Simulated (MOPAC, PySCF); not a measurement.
[Zr(F)3(H)], neutral singlet in the gas phase. 

Z-matrix (Å, degrees):
```
Zr
F 1 1.9021
F 1 1.9022 2 111.96
F 1 1.9034 2 112.33 3 127.72
H 1 1.8604 2 106.48 3 -115.87
```
Charge 0, spin multiplicity 1.

All levels are single points at this geometry (BP86-D3(BJ)/def2-SVP); Pople sets use spherical d functions. Orbital energies aren't observables, and empty levels follow the basis.

```json
[
 {"level": "TPSSh-D3(BJ)/def2-TZVP in PySCF", "HOMO (eV)": "-8.40", "LUMO (eV)": "-2.30", "gap (eV)": "6.10", "dipole (D)": "0.14", "vertical IE, Delta-SCF (eV)": "–"},
 {"level": "B3LYP/LANL2DZ in PySCF", "HOMO (eV)": "-9.26", "LUMO (eV)": "-2.91", "gap (eV)": "6.35", "dipole (D)": "0.21", "vertical IE, Delta-SCF (eV)": "–"},
 {"level": "M06-2X/6-31G* (LANL2DZ on Zr) in PySCF", "HOMO (eV)": "-10.40", "LUMO (eV)": "-1.36", "gap (eV)": "9.04", "dipole (D)": "0.17", "vertical IE, Delta-SCF (eV)": "–"},
 {"level": "PBE/6-31G* (LANL2DZ on Zr) in PySCF", "HOMO (eV)": "-7.64", "LUMO (eV)": "-2.91", "gap (eV)": "4.73", "dipole (D)": "0.57", "vertical IE, Delta-SCF (eV)": "11.31"},
 {"level": "SVWN5/6-31G* (LANL2DZ on Zr) in PySCF", "HOMO (eV)": "-7.74", "LUMO (eV)": "-3.16", "gap (eV)": "4.58", "dipole (D)": "0.51", "vertical IE, Delta-SCF (eV)": "11.54"},
 {"level": "PM7 in MOPAC", "HOMO (eV)": "-9.08", "LUMO (eV)": "1.90", "gap (eV)": "10.98", "dipole (D)": "1.44", "vertical IE, Delta-SCF (eV)": "–"}
]
```
